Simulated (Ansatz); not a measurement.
Compare A (`FC1([SiH2]Cl)BC1`) with its isomer B (`FC1([SiH3])CB1Cl`).

Isolated molecules relaxed with PBE0-D4/def2-TZVP in Ansatz; ΔE leaves out vibrations. CCSD(T)/CBS is the MP2 limit (def2-TZVPP, def2-QZVPP) plus CCSD(T) − MP2 in def2-TZVPP, frozen cores. Functionals use def2-TZVPP. B3LYP here is the variant with VWN-RPA as its local correlation; programs differ in this. One conformer a species, not always the lowest.

**Question.** Which is lower in electronic energy at CCSD(T)/CBS, and by how much? (Best estimate.)

**Answer.** Computed: A, by 15.8 kJ/mol.

**Question.** Give E(B) − E(A) in kJ/mol with PBE0-D4, PBE-D4, CCSD(T)/def2-TZVPP, ωB97M-V, B2PLYP, HF/def2-TZVPP, B3LYP-D4. (An estimate is asked.)

**Answer.** Ansatz gave: PBE0-D4 11.3, PBE-D4 6.8, CCSD(T)/def2-TZVPP 9.5, ωB97M-V 16.3, B2PLYP 11.8, HF/def2-TZVPP 21.7, B3LYP-D4 11.8. None reverses the order clearly.

Largest T1 diagnostic: 0.013.

From PBE to PBE0 (25 % exact exchange), in def2-TZVPP and without D4, E(B) − E(A) moves by +4.6 kJ/mol. In def2-TZVPP, CCSD(T) changes the Hartree–Fock value by −12.2 kJ/mol (the triples alone add −2.3 kJ/mol) and MP2 by −9.4 kJ/mol.
